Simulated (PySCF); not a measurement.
Another site gives an ion 56082.52 eV lower (`O[SiH2]Br`) at the level CAM-B3LYP-D3(BJ)/def2-TZVPD (PySCF).

```xyz
11

C     -1.4479    -0.7564    -0.3264
S     -0.8426     0.8123     0.3301
O     -0.5140     0.5736     1.7929
Si     1.2509     0.6874    -0.4558
O      1.9230    -0.0855     0.8009
H     -1.5785    -0.6571    -1.4039
H     -2.4090    -0.9485     0.1460
H     -0.7527    -1.5607    -0.0930
H      1.7348     2.0641    -0.6632
H      1.3154    -0.0973    -1.7024
H      1.3206    -0.0318     1.5749
```

Charge 0, multiplicity 1.

### Question
Give the Mulliken and meta-Löwdin atomic charges from PySCF with CAM-B3LYP-D3(BJ)/def2-TZVPD.

### Answer

```tsv
atom	Mulliken (e)	meta-Löwdin (e)
C1	-0.79	-0.47
S2	0.34	0.73
O3	-0.71	-0.87
Si4	0.40	0.84
O5	-0.38	-0.76
H6	0.33	0.13
H7	0.29	0.14
H8	0.29	0.13
H9	-0.09	-0.12
H10	-0.08	-0.11
H11	0.39	0.36
```
